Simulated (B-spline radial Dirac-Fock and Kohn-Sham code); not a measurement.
**Core and valence levels of Cs²⁴⁺**

System: cesium as Cs²⁴⁺, [Ar] 3d10 4s2 4p1; nuclear rms radius 4.8041 fm (A = 133).

These are calculated numbers from a radial B-spline solver; the model is ΔSCF Dirac-Fock with Breit, self-energy and vacuum polarisation, finite nucleus, configuration average. Correlation and solid-state effects are left out. Energies are counted from the vacuum level.

All terms are in eV, carry their sign (relaxation lowers the binding energy) and add up to the binding energy; ⟨r⟩ is the mean radius of the orbital in the initial state.

```
subshell  −ε (Koopmans)  relaxation   Gaunt  retardation     QED  binding energy  ⟨r⟩ (bohr)
      1s        36948.8      -49.95  -94.54         7.73  -44.34         36767.7       0.026
      2s         6521.6      -20.13   -9.21         0.58   -5.69          6487.2       0.111
   2p1/2         6166.9      -23.50  -16.16         1.81    0.37          6129.4       0.094
   2p3/2         5812.2      -22.15  -11.62         2.19   -0.26          5780.3       0.100
      3s         1946.1       -3.68   -1.64         0.11   -1.22          1939.7       0.293
   3p1/2         1796.6       -4.19   -2.89         0.32    0.07          1789.9       0.284
   3p3/2         1724.8       -3.83   -2.00         0.40   -0.05          1719.3       0.295
   3d3/2         1470.8       -5.06   -1.15         0.11    0.12          1464.8       0.265
   3d5/2         1455.6       -4.88   -0.75         0.12    0.07          1450.1       0.268
      4s          842.3       -0.30   -0.49         0.05   -0.34           841.2       0.620
      4p          778.4       -0.27   -0.65         0.12    0.00           777.6       0.642
```

For the deepest level, K (1s), the Breit terms make up -0.236 % of the binding energy, QED -0.121 % and orbital relaxation -0.136 %.

Spin-orbit splittings: 2p 349.1 eV, 3p 70.58 eV, 3d 14.68 eV.

Going to the tabulated ground configuration of the next ion removes an electron from N2,3 (4p), computed at 777.6 eV. NIST lists 791 ± 4 eV as the ionisation energy of this species (theoretical), +13.42 eV from the computed value. Where a p, d or f shell is open in either ion the computed value averages over both j values and all terms, while the table refers to the lowest levels; that difference holds spin-orbit splitting (largest in heavy or highly charged ions), term energies where several electrons share open shells, and correlation, and it can reach 10 % or more.
